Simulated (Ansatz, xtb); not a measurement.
**Two structures of BF2H4Si2+**

Structure I: a singlet given by its coordinates. Structure II: a singlet given by its coordinates. Both are isolated ions in the gas phase, relaxed with B3LYP/6-31G*.

I (Å):

```xyz
9

B     0.1692   -1.1458   -1.1186
F     2.8959   -1.5699    0.3113
F     1.1333   -0.3518    1.7453
Si    1.4207   -1.0353    0.3577
Si   -0.7627    0.4159   -1.7013
H     0.4210   -1.9945   -1.9134
H    -1.0882    1.5480   -0.8062
H    -0.9828   -1.2408   -0.6146
H    -1.6141    0.3613   -2.9069
```

Close contacts (Å): B1–Si4 1.94, B1–Si5 1.91, F2–Si4 1.57, F3–Si4 1.57, B1–H6 1.19, B1–H8 1.26, Si5–H7 1.48, Si5–H8 1.99, Si5–H9 1.48.

II (Å):

```yaml
atoms:
  - { symbol: B, position_ang: [-1.0133, -0.6283, 0.8196] }
  - { symbol: F, position_ang: [-1.3871, -0.6281, 3.9001] }
  - { symbol: F, position_ang: [0.2994, -0.1842, 0.4776] }
  - { symbol: Si, position_ang: [-0.6715, -1.3986, 2.6958] }
  - { symbol: Si, position_ang: [1.4442, -0.4935, 2.1005] }
  - { symbol: H, position_ang: [-1.8311, -0.4309, -0.0086] }
  - { symbol: H, position_ang: [-0.6908, -2.8646, 2.8666] }
  - { symbol: H, position_ang: [2.5125, -1.2946, 1.4674] }
  - { symbol: H, position_ang: [1.8341, 0.9031, 2.3813] }
```

Close contacts (Å): B1–F3 1.43, B1–Si4 2.06, F2–Si4 1.60, F3–Si5 2.01, Si4–Si5 2.38, B1–H6 1.18, Si4–H7 1.48, Si5–H8 1.48, Si5–H9 1.48.

Task: Estimate E(II) − E(I) at the level CCSD(T)/def2-SVP + ΔMP2/def2-TZVPP.

Result: Calculated at CCSD(T)/def2-SVP + ΔMP2/def2-TZVPP: E(II) − E(I) = +15.5 kcal/mol, so structure I lies lower.

How the difference moves with the method:

| level | geometry | E(II) − E(I) (kcal/mol) | departure from the last row (kcal/mol) | job, with rough time for the two |
| --- | --- | --- | --- | --- |
| B3LYP/6-31G* | B3LYP/6-31G* | +7.7 | −7.9 | optimisation, 5.6 min |
| HF/def2-SVP | B3LYP/6-31G* | −0.7 | −16.3 | part of the CCSD(T) run |
| MP2/def2-SVP | B3LYP/6-31G* | +13.6 | −1.9 | part of the CCSD(T) run |
| CCSD(T)/def2-SVP | B3LYP/6-31G* | +10.6 | −5.0 | single point |
| CCSD(T)/def2-SVP + ΔMP2/def2-TZVPP | B3LYP/6-31G* | +15.5 |  | single point, 88 s |

HF/def2-SVP puts the two in the other order. The largest departure from CCSD(T)/def2-SVP + ΔMP2/def2-TZVPP is that of HF/def2-SVP, 16.3 kcal/mol. Levels run at GFN2-xTB geometries aren't shown. The last row adds to CCSD(T) the change of the MP2 difference between the two basis sets, here +5.0 kcal/mol, a large step that makes the value less sure.

With harmonic frequencies from B3LYP/6-31G* (ideal gas, rigid rotor, one conformer each, 298.15 K, 1 atm): on the last row, ΔE + ΔZPE = +16.3 kcal/mol. A mode under 50 cm⁻¹ makes harmonic enthalpies and free energies unreliable, so none is given.

The correlated steps freeze 13 core orbitals. Codes used: Ansatz 0.2.0; the last row on 1 thread of AMD EPYC (Zen 3) on a shared host.
